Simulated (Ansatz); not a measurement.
Calculated with Ansatz (gas phase, PBE0-D4/def2-TZVP geometries, no zero-point term in ΔE). CCSD(T)/CBS adds triple-zeta CCSD(T) − MP2 to the extrapolated MP2 energy (def2 sets, frozen cores). This one scheme is used for every species. DFT in def2-TZVPP. Open shells (•) are unrestricted, without spin–orbit coupling. Each species was taken in one conformer, which may not be the lowest.

`BB(Cl)OC` → `CO[B]Cl`• + `[BH2]`•  (homolysis of the B–B bond)

`BB(Cl)OC`:

```xyz
10

B    -1.492    0.696   -0.413
B    -0.307    0.567    0.760
Cl   -0.769    1.554    2.171
O     0.851   -0.095    0.837
C     1.312   -0.908   -0.226
H    -2.448   -0.024   -0.417
H    -1.476    1.580   -1.221
H     1.436   -1.928    0.141
H     0.615   -0.911   -1.069
H     2.279   -0.531   -0.563
```

`CO[B]Cl`•:

Z-matrix (Å, degrees):
```
C
O 1 1.426
H 1 1.091 2 111.1
H 1 1.090 2 108.1 3 -120.8
H 1 1.090 2 108.1 3 120.8
B 2 1.318 1 126.7 3 -0.2
Cl 6 1.759 2 126.3 1 0.0
```

`[BH2]`•:

```xyz
3

B    -0.112   -0.299   -0.115
H    -0.956    0.518    0.087
H     1.068   -0.219    0.028
```

| level | ΔE (eV) |
| --- | --- |
| PBE0-D4 | 4.43 |
| ωB97X-V | 4.60 |
| HF/def2-TZVPP | 3.38 |
| MP2/def2-TZVPP | 4.45 |
| CCSD/def2-TZVPP | 4.38 |
| CCSD(T)/def2-TZVPP | 4.45 |
| HF/def2-QZVPP | 3.37 |
| HF/CBS(def2) | 3.37 |

Task: What does CCSD(T)/CBS give? (Estimate.)

Result: Computed: +4.52 eV. The listed levels differ from it by -0.09, 0.08, -1.14, -0.07, -0.14, -0.07, -1.15, -1.15 eV.

Largest T1 diagnostic among the species: 0.014.

In def2-TZVPP, CCSD(T) changes the Hartree–Fock value by +1.07 eV (the triples alone add +0.07 eV) and MP2 by +1.07 eV; breaking electron pairs costs correlation energy, which Hartree–Fock lacks. The D4 term adds +0.08 eV with B3LYP and +0.05 eV with PBE0; it sums over pairs of atoms, weighted by their polarisabilities, and B3LYP, whose exchange is more repulsive, gets the larger term.

B3LYP here is the variant with VWN-RPA as its local correlation; programs differ in this.
